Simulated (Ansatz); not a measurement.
One change: `FC1BS1` becomes `OB1SC1F`.

Ansatz, PBE0-D4/def2-TZVP geometries, multiplicity 1. Each molecule was computed in one conformer, which needn't be the lowest.

```tsv
property	`FC1BS1`
HOMO energy (PBE0/def2-TZVPP) / eV	-8.27
zero-point energy (PBE0-D4/def2-TZVP) / kJ/mol	85.1
size of the dipole moment (PBE/def2-TZVPP) / D	1.23
HOMO energy (PBE/def2-TZVPP) / eV	-6.90
HOMO energy (B3LYP/def2-TZVPP) / eV	-8.04
HOMO–LUMO gap (ωB97M-V/def2-TZVPP) / eV	10.77
```

(1) Give the same properties after the change, and the shifts. (An estimate is asked.)

Results:

(1) The calculation gave: 
```csv
property,`OB1SC1F`,shift
HOMO energy (PBE0/def2-TZVPP) / eV,-7.87,0.40
zero-point energy (PBE0-D4/def2-TZVP) / kJ/mol,103.1,18.0
size of the dipole moment (PBE/def2-TZVPP) / D,2.33,1.10
HOMO energy (PBE/def2-TZVPP) / eV,-6.52,0.38
HOMO energy (B3LYP/def2-TZVPP) / eV,-7.63,0.41
HOMO–LUMO gap (ωB97M-V/def2-TZVPP) / eV,11.45,0.68
```

With PBE0 the HOMO rises by 0.40 eV and the LUMO rises by 1.18 eV, so the gap widens by about 0.78 eV. PBE moves the HOMO by 0.38 eV and ωB97M-V by 0.42 eV. The zero-point energy changes by 18.0 kJ/mol with +3 modes. Dipoles are sizes alone; their direction can turn.

B3LYP here is the variant with VWN-RPA as its local correlation; programs differ in this.
